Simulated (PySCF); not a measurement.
**Energy of Ru (ruthenium, neutral) between two integer charges**

The 5s alpha orbital of [Kr] 4d7 5s1 is emptied in steps (occupation f), with all orbitals relaxed, ending at [Kr] 4d7. Computed with PySCF 2.14 in aug-cc-pVTZ-PP with ECP28MDF (6s6p5d3f2g, 88 functions), with a scalar-relativistic core potential. The exact energy is a straight line in f; departures are measured from the line between the end points of the same method.

| f | UHF (eV) |
| --- | --- |
| 1 | 0.000 |
| 0.8 | 0.028 |
| 0.6 | 0.041 |
| 0.4 | 0.040 |
| 0.2 | 0.026 |
| 0 | 0.000 |

Question: For UHF, how does the orbital energy at f = 1 compare with the removal energy?

Answer: −ε = 6.474 eV against a total-energy difference of 6.292 eV. By Janak's theorem ε = ∂E/∂f, so the gap between them reflects the curvature. Along the path −ε is 6.394 (f = 0.8), 6.320 (f = 0.6), 6.253 (f = 0.4), 6.192 (f = 0.2) eV.

Reference removal energy between the ground levels: 7.361 eV (measured; NIST Atomic Spectra Database, ionization energies). The calculation has no spin-orbit coupling. UHF lacks correlation.
